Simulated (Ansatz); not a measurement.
O$_{2}$Se, SMILES `O=[Se]=O`. Total charge 0; spin multiplicity 1.

Task: List the harmonic frequencies (cm⁻¹, unscaled) at PBE0-D4/def2-TZVP in Ansatz. (Best estimate.)

Result: Ansatz gave: 383, 1012, 1052.

Task: Is this a minimum?

Result: Yes, all 3 modes are real.

Task: Give the ideal-gas thermochemistry at 298.15 K and 1 bar (rigid rotor, harmonic oscillator; point group C2v, symmetry number 2).

Result: Zero-point energy 14.6 kJ/mol; H(298) − E = 25.6 kJ/mol; entropy 262.0 J/(mol·K), of which translation 167.6, rotation 89.4, vibration 5.0; G(298) − E = -52.5 kJ/mol.
